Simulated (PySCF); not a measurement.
Atoms are numbered as in `[O:1]=[C:2]([C:3]([F:4])([F:5])[F:6])[C:7]([F:8])([F:9])[F:10]`.

Geometry: PBE0-D3(BJ)/def2-SVP; GIAO shifts from PySCF, gas phase, non-relativistic, averaged over equivalent atoms.

At PBE0/pcSseg-1 (170 basis functions, 17 s wall time on 1 thread of an Arm Neoverse V1, shared host):
| atoms | δ (ppm) |
| --- | --- |
| O1 | 690.6 |
| C2 | 183.9 |
| C3/C7 | 119.5 |
| F4/F5/F6/F8/F9/F10 | -87.9 |

δ = σ(ref) − σ, references computed at the same level: ¹⁷O (334.56 ppm) vs H2O; ¹³C (184.41 ppm) vs TMS; ¹⁹F (177.25 ppm) against CFCl3.

**Question.** Predict the values at HF/pcSseg-2 on the same geometry.

**Answer.** 
```
             atoms  δ at HF/pcSseg-2  change
                O1             706.0   +15.4
                C2             183.6    -0.3
             C3/C7             106.6   -12.9
F4/F5/F6/F8/F9/F10             -57.4   +30.5
```

Chemical shifts δ = σref − σ; H2O for ¹⁷O (σ = 326.33 ppm); ¹³C (σ = 191.47 ppm) against TMS; CFCl3 for ¹⁹F (σ = 245.28 ppm), all at this level.

The largest change is at F4/F5/F6/F8/F9/F10 (fluorine of a CF3 group). Cost: 360 basis functions, 42 s wall time on 1 thread of an Arm Neoverse V1, shared host.

Unscaled 19F shifts against computed CFCl3 carry errors that often reach 10 to 50 ppm. Unscaled 17O shifts of doubly bonded oxygen tend to come out too high, by tens of ppm or more. Experimental scales use liquid or dissolved standards, which lie at an offset from isolated H2O (liquid H2O: subtract about 36 ppm).
